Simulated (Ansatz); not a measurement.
Two isomers of C2H9BOSi: A = `CBO[SiH2]C`, B = `BC(O)[SiH2]C`.

Isolated molecules relaxed with PBE0-D4/def2-TZVP in Ansatz; ΔE leaves out vibrations. CCSD(T)/CBS adds triple-zeta CCSD(T) − MP2 to the extrapolated MP2 energy (def2 sets, frozen cores). DFT in def2-TZVPP. B3LYP here is the variant with VWN-RPA as its local correlation; programs differ in this. One conformer a species, not always the lowest.

A:

Z-matrix (Å, degrees):
```
C
B 1 1.561
H 1 1.096 2 110.1
H 1 1.091 2 113.7 3 -122.5
H 1 1.096 2 109.9 3 115.3
O 2 1.354 1 120.7 3 122.9
H 2 1.209 1 121.0 3 -57.0
Si 6 1.658 2 132.4 1 -180.0
C 8 1.857 6 109.1 2 120.0
H 8 1.488 6 109.4 2 -1.7
H 8 1.486 6 107.1 2 -120.1
H 9 1.093 8 110.3 6 177.4
H 9 1.092 8 110.8 6 57.7
H 9 1.092 8 111.0 6 -62.8
```

B:

```xyz
14

B     1.5926    0.8256   -0.0446
C     1.0543   -0.4397   -0.6843
O     0.5900   -0.3356   -2.0182
Si   -0.4531   -0.7774    0.4905
C    -1.5656    0.7052    0.7077
H     1.4020    1.9029   -0.5255
H     2.1217    0.7273    1.0265
H     1.6896   -1.3228   -0.5151
H     0.1324   -1.1481   -2.2523
H    -1.1878   -1.8605   -0.2286
H     0.0161   -1.3113    1.7967
H    -1.8163    1.1323   -0.2658
H    -1.0814    1.4806    1.3054
H    -2.4946    0.4213    1.2075
```

(1) Which isomer does CCSD(T)/CBS put lower? Give the gap. (Best estimate.)

(2) Give E(B) − E(A) in kcal/mol with CCSD/def2-TZVPP, PBE-D4, HF/def2-TZVPP, PBE0-D4, B3LYP, B3LYP-D4, ωB97M-V. (Estimate.)

Largest T1 diagnostic: 0.012.

## Answers

(1) The calculation gave: A, by 81.1 kcal/mol.

(2) Ansatz gave: CCSD/def2-TZVPP 82.1, PBE-D4 74.5, HF/def2-TZVPP 88.4, PBE0-D4 77.4, B3LYP 82.0, B3LYP-D4 80.4, ωB97M-V 79.9. None reverses the order clearly.

The D4 term adds −1.6 kcal/mol with B3LYP and −0.8 kcal/mol with PBE0; it sums over pairs of atoms, weighted by their polarisabilities, and B3LYP, whose exchange is more repulsive, gets the larger term. In def2-TZVPP, CCSD(T) changes the Hartree–Fock value by −7.5 kcal/mol (the triples alone add −1.2 kcal/mol) and MP2 by −5.8 kcal/mol.
